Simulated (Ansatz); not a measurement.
Coupled-cluster diagnostics for the cluster K4Na4, Ansatz.

Geometry of the singlet (B3LYP/def2-SVP):

Cartesian coordinates in Å:
```
Na 1.4131 2.4080 -0.0537
Na 2.7021 -0.7785 -0.5185
Na -0.7800 -1.0441 0.1863
Na 0.1249 0.6258 -2.7851
K 0.2978 -3.4578 -2.5096
K -2.8787 -0.1205 3.1606
K 1.6794 -0.0605 3.1401
K -2.5586 2.4275 -0.6202
```

Correlated methods freeze 24 core orbitals; core or outer-core shells of Na, K are correlated, in sets that lack core-valence functions. Another isomer (singlet) lies 0.10 eV lower at PBE0/def2-TZVP; other spin states weren't run for this one.

(1) Estimate the CCSD(T) correlation energy, the shares of MP2 and (T), T1 and the reference's ⟨S²⟩ for: charge 0, singlet, own geometry in def2-SVP; and the rough time on 4 threads of Arm Neoverse N1 on a shared host.

## Answers

(1) 
```tsv
state	basis	correlation (eV)	MP2 share (%)	(T) share (%)	T1	⟨S²⟩ (pure)	wall time	remarks
charge 0, singlet, own geometry	def2-SVP	-9.869	87.6	4.9	0.009	0.00 (0.00)	3.3 min	restricted SCF unstable
```
Customary marks for T1 are 0.02 (closed shells), 0.045 (open shells) and about 0.05 (3d metals). T1 stays under 0.02 throughout.
